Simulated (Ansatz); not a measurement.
Cost and result for the atomization energy of BFH₂SeSi (`FB1[SiH2][Se]1`) (6 atoms, 6 bonds).

```xyz
6

F     0.700    0.872   -2.146
B     0.140    0.517   -1.018
Si    0.146   -0.460    0.656
Se   -1.536    0.925   -0.168
H     0.792    0.032    1.896
H    -0.241   -1.886    0.780
```

The species carries charge 0 and has multiplicity 1. Correlated methods include outer-core shells of Se, which these sets cover unevenly. Scalar relativity is left out up to krypton. All single points use the PBE0-D4/def2-TZVP geometry. Program: Ansatz. All runs use 2 threads of an Arm Neoverse V1 on a shared host. Times are those of one run each, without the atoms' runs, and a repeat can differ threefold. Electronic energies, without spin–orbit coupling; frozen cores. CCSD(T)/CBS adds CCSD(T) − MP2 in def2-TZVPP to the MP2 limit, and its time is that of the two runs behind it. T1 = 0.014. With those shells the extrapolation isn't a true limit. B3LYP takes the VWN-RPA correlation (the form of Gaussian; ORCA's B3LYP/G). HSE06 is the plane-wave form, built on full-range PBE exchange.

CCSD(T)/CBS is a level of theory with its own doubt, some kJ/mol a heavy atom from the limit and from the frozen cores, so smaller differences don't rank the functionals.

| level | functions | wall time | atomization (kJ/mol) | difference from CCSD(T)/CBS | per bond |
| --- | --- | --- | --- | --- | --- |
| LDA (SPW92)/def2-TZVPP | 180 | 1.4 s | 2396.1 | 335.4 | 55.9 |
| PBE-D4/def2-TZVPP (with forces) | 180 | 2.9 s | 2116.5 | 55.8 | 9.3 |
| HSE06-D4/def2-TZVPP | 180 | 3.7 s | 2070.2 | 9.5 | 1.6 |
| CCSD(T)/def2-SVP | 88 | 4.2 s | 1921.7 | -139.0 | -23.2 |
| B3LYP-D4/def2-TZVPP (with forces) | 180 | 4.7 s | 2047.9 | -12.8 | -2.1 |
| r2SCANh-D4/def2-TZVPP | 180 | 6 s | 2073.4 | 12.7 | 2.1 |
| B2PLYP/def2-TZVPP | 180 | 6.5 s | 2032.7 | -28.0 | -4.7 |
| PBE-QIDH/def2-TZVPP | 180 | 7 s | 2055.8 | -4.9 | -0.8 |
| ωB97X-V/def2-TZVPP | 180 | 9 s | 2069.3 | 8.6 | 1.4 |
| B97M-V/def2-TZVPP | 180 | 10 s | 2087.8 | 27.1 | 4.5 |
| MP2/def2-QZVPP | 333 | 20 s | 2099.0 | 38.3 | 6.4 |
| CCSD(T)/def2-TZVPP | 180 | 79 s | 1995.6 | -65.1 | -10.8 |
| CCSD(T)/CBS(def2) | – | 99 s | 2060.7 | 0.0 | 0.0 |

At CCSD(T), def2-SVP lies −139.0 kJ/mol from the extrapolated value and def2-TZVPP −65.1 kJ/mol: correlation converges slowly with the basis, and small sets miss more of it in the bonded molecule than in its fragments. From BLYP to BHLYP (50 % exact exchange), in def2-TZVPP and without D4, the atomization energy moves by −59.4 kJ/mol: exact exchange takes away binding that semilocal exchange gives to molecules. The D4 term adds +23.7 kJ/mol with B3LYP and +12.1 kJ/mol with PBE0; it sums over pairs of atoms, weighted by their polarisabilities, and B3LYP, whose exchange is more repulsive, gets the larger term.
